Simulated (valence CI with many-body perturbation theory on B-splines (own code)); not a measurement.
## Questions on Tc11+

Level of theory: valence CI with perturbative core correlation (CI+MBPT): four valence electrons over a frozen Dirac-Fock core [Ar] 3d10, a basis of 9 s, 9 p, 8 d, 6 f, 3 g, 1 h functions for each j, with the one-electron correlation potential Σ1 (screened to all orders), the two-electron term Σ2, the three-electron term Σ3, Breit, model QED; selected single and double excitations, second order for the rest, scaled by the run's own slope (own B-spline code, finite nucleus).

No measured levels were compared; by estimate levels hold to about 250 cm⁻¹ or 0.2 % of their energy and the worst to 1 %, as in measured heavy ions of charge 2 to 7; those with d or f electrons hold less well.

Names give the largest LS component (configuration and term), which can be under half, so a name can repeat, a term be missing and a line seem to break the LS rules; names also repeat where a configuration has a term twice.

Rates and lifetimes use the calculated energies. Strong lines usually hold to 10 to 20 %, long lifetimes can be off by a factor of two.

(1) What is the ground level?

(2) How well does LS coupling describe the low levels?

(3) How is the term ³P of the ground level split?

(4) What are the static dipole polarisabilities of the lowest levels?

(5) Name the longest-lived excited levels whose lifetime is computed, and their main decay.

## Answers

(1) 4s²4p² ³P_0, composition 87 % 4s²4p² ³P + 11 % 4s²4p² ¹S.

(2) Among the lowest 20 levels the leading LS term, summed over configurations, holds 81 % on average. For single configurations the figures are 76 % in LS and 74 % in jj coupling. Terms mix most in the J = 2 level at 450660 cm⁻¹, where the leading one holds 43 %.

(3) J = 0 at 0, J = 1 at 21509, J = 2 at 32000 cm⁻¹.

(4) 4s²4p² ³P_0 0.852; 4s²4p² ³P_1 0.874 (tensor 0.029); 4s²4p² ³P_2 0.874; 4s²4p² ¹D_2 0.889 (tensor 0.062) bohr³, of which the core gives 0.0490.

(5) 4s²4p² ³P_2 at 32000 cm⁻¹ lives 92.9 ms, mostly by M1 to 4s²4p² ³P_1; 4s²4p² ³P_1 at 21509 cm⁻¹ lives 6.28 ms, mostly by M1 to 4s²4p² ³P_0; 4s²4p² ¹D_2 at 63844 cm⁻¹ lives 1.54 ms, mostly by M1 to 4s²4p² ³P_1. The lifetime of 4s²4p4d ³F°_4 is too uncertain to give, and may be longer.
